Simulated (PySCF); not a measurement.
**Electron correlation in Tb (terbium, neutral)**

[Xe] 4f9 6s2, one real determinant. Calculation: PySCF 2.14, in x2c-TZVPPall (11s7p7d4f2g, 113 functions); the spin-free X2C one-electron Hamiltonian (Gaussian nucleus). Frozen: [Kr] 4d10; 19 electrons correlated.

MP2 pair energies summed by pair of shells (mhartree):

```tsv
pair	energy	share (%)
4f-4f	-265.88	36.8
4f-5p	-191.07	26.5
5p-5p	-120.36	16.7
4f-5s	-41.46	5.7
5s-5p	-32.38	4.5
5p-6s	-30.59	4.2
6s-6s	-17.27	2.4
4f-6s	-15.19	2.1
5s-5s	-6.01	0.8
5s-6s	-1.50	0.2
```

Total MP2 correlation energy: -721.72 mhartree.

Same-spin part -295.61 and opposite-spin part -426.11 mhartree; SCS-MP2 scales them by 1/3 and 6/5 to -609.87 mhartree.

The reference is one real determinant that mixes LS terms of this configuration.
